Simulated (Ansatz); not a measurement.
A CCSD(T) single point on C2H12BNSi, SMILES `C[BH-](C)[NH2+][SiH3]`.

```yaml
crystal:
  periodic: [false, false, false]
  atoms:
    - {symbol: C, position_ang: [-0.008985, 0.823404, -1.589968]}
    - {symbol: B, position_ang: [0.526271, 0.166700, -0.224716]}
    - {symbol: C, position_ang: [1.753887, -0.858493, -0.365028]}
    - {symbol: N, position_ang: [-0.767644, -0.689274, 0.421968]}
    - {symbol: Si, position_ang: [-1.413271, 0.406790, 1.684032]}
    - {symbol: H, position_ang: [-0.896735, 1.456058, -1.462932]}
    - {symbol: H, position_ang: [0.760237, 1.464625, -2.030810]}
    - {symbol: H, position_ang: [-0.252111, 0.067323, -2.349717]}
    - {symbol: H, position_ang: [0.727306, 1.015823, 0.648992]}
    - {symbol: H, position_ang: [2.646052, -0.341298, -0.731473]}
    - {symbol: H, position_ang: [1.547371, -1.664672, -1.082213]}
    - {symbol: H, position_ang: [2.042988, -1.329210, 0.583588]}
    - {symbol: H, position_ang: [-0.432195, -1.566230, 0.810170]}
    - {symbol: H, position_ang: [-1.432467, -0.921135, -0.310187]}
    - {symbol: H, position_ang: [-1.671840, 1.724755, 1.076605]}
    - {symbol: H, position_ang: [-2.701315, -0.173118, 2.163057]}
    - {symbol: H, position_ang: [-0.446546, 0.417552, 2.798733]}
basis:
  gaussian: {orbitals: def2-TZVPP}
correlation: {method: ccsd_t}
output: {orbitals: {seedname: orbitals}}
```

```sh
$ ansatz run in.yaml --threads 4 --pin off --events-out ev --progress --plain --max-ram 11315MiB
```

The program prints (abridged):

```
Functional definition: HF
1895 factors; integrals over basis functions are off by at most 1.0e-3 eV
mean field evaluation 1: about -12263.2272 eV, gradient 4.6e1 eV
mean field evaluation 2: about -12263.4397 eV, gradient 4.6e1 eV
mean field evaluation 4: about -12269.2210 eV, gradient 4.5e0 eV
mean field evaluation 8: about -12269.3018 eV, gradient 2.8e-1 eV
mean field -12269.30212458 eV, -450.8885366465 hartree, gradient 1.1e-6 eV, S^2 0.000000; 0 other end points of the search recorded, 0 dependent functions left out
9 core orbitals not correlated: weight in the atoms' cores, before any rotation towards them, 1.000 or more for the frozen orbitals, at most 0.000 for the correlated occupied ones
reference -12269.30212458 eV, -450.8885366465 hartree; 16, 16 occupied and 309, 309 virtual orbitals, 1895 factors
second order -22.93212535 eV of doubles, -0.00000000 eV of singles
cycle   1  -24.08516282 eV  change    -1.2e0 eV  update   9.5e-2
cycle   2  -24.70172765 eV  change   -6.2e-1 eV  update   2.8e-2
cycle   3  -24.77735625 eV  change   -7.6e-2 eV  update   1.0e-2
cycle   4  -24.77202116 eV  change    5.3e-3 eV  update   2.5e-3
cycle   5  -24.77192626 eV  change    9.5e-5 eV  update   9.3e-4
cycle   6  -24.77191021 eV  change    1.6e-5 eV  update   2.5e-4
cycle   7  -24.77182770 eV  change    8.3e-5 eV  update   8.7e-5
cycle   8  -24.77182895 eV  change   -1.3e-6 eV  update   3.0e-5
perturbative correction -0.90503435 eV, -0.0332593987 hartree
Total energy: -12294.97898787 eV, -451.8321439683 hartree
```

It took 22 min on 4 threads of an Arm Neoverse V2 on a shared host, with 5.5 GiB of host memory at the peak.

The correlation energy is -25.677 eV, 3.5 % of it from (T); the T1 diagnostic reads 0.0097.
